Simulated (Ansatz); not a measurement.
A nudged elastic band was laid between two geometries of F2GeH2 + H4Si (10 atoms, charge 0, multiplicity 1).

All numbers below come from RKS PBE/def2-SVP in Ansatz 0.2.0.

```json
{
 "movable images": "5",
 "climbing image": "yes",
 "spring": "5.0 eV/Å²",
 "optimiser": "quadratic models (default)",
 "start path": "through a guess of the saddle point",
 "force threshold": "0.05 eV/Å",
 "iteration limit": "60",
 "end points": "relaxed"
}
```

Initial state:

```xyz
10
Properties=species:S:1:pos:R:3
Ge 0.696 -0.098 -0.097
H 1.160 0.479 1.256
F 1.892 0.329 -1.298
F -0.750 0.772 -0.584
H 0.408 -1.607 -0.234
Si -3.122 0.062 1.378
H -3.495 -0.406 0.003
H -4.205 -0.325 2.348
H -2.939 1.550 1.404
H -1.846 -0.612 1.811
```

Final state:

```xyz
10
Properties=species:S:1:pos:R:3
Ge -0.600 -0.366 -0.615
H 0.164 0.573 2.634
F 0.786 -0.092 0.444
F -0.486 0.920 -1.809
H -0.303 -1.691 -1.370
Si -2.603 -0.035 0.663
H -3.779 -0.283 -0.239
H -2.614 -1.013 1.802
H -2.614 1.377 1.166
H -0.154 0.755 3.310
```

Problem. Which bonds break or form, and what moves?

Solution. Bonds broken: Ge1–H2, Si6–H10. Bonds formed: Ge1–Si6, H2–H10. F2GeH2 + H4Si becomes F2GeH4Si + H2.

Problem. What energy profile does the band end with?

Solution. It converged. The highest image is number 3 of 0 to 6, 260.5 kJ/mol above the first end and 256.0 kJ/mol above the last; the last end lies 4.5 kJ/mol above the first. Neighbouring images differ by up to 2.5 eV, so the band resolves the path poorly. A vibrational analysis at the climbing image gives one clearly imaginary mode, 1390i cm⁻¹: a first-order saddle point. The orbitals stay closed-shell, which can raise the energy where a bond breaks towards radicals; this wasn't checked here.

```
image  path coordinate (Å)  energy (kJ/mol)  Ge1–H2 (Å)  Si6–H10 (Å)  Ge1–Si6 (Å)
    0                 0.00              0.0        1.54         1.51         4.10
    1                 1.14              4.5        1.54         1.51         3.82
    2                 2.29             62.2        1.55         1.51         3.28
    3                 3.43            260.5        1.78         1.92         2.68
    4                 5.02             19.3        2.69         2.97         2.41
    5                 6.61              6.1        3.36         3.88         2.40
    6                 8.20              4.5        3.47         3.69         2.40
```

Problem. What is the geometry of the highest image?

Solution. 
```xyz
10
Properties=species:S:1:pos:R:3
Ge -0.149 -0.151 0.012
H 0.350 -0.642 1.652
F 1.235 0.925 0.035
F -1.030 0.832 -1.207
H -0.044 -1.573 -0.552
Si -2.595 0.194 1.047
H -3.421 -0.465 -0.016
H -2.970 -0.386 2.391
H -2.778 1.681 1.076
H -0.799 -0.270 1.548
```

The run took 78 s on 4 threads of Arm Neoverse V1, with other jobs on the host, peak memory 0.16 GiB.
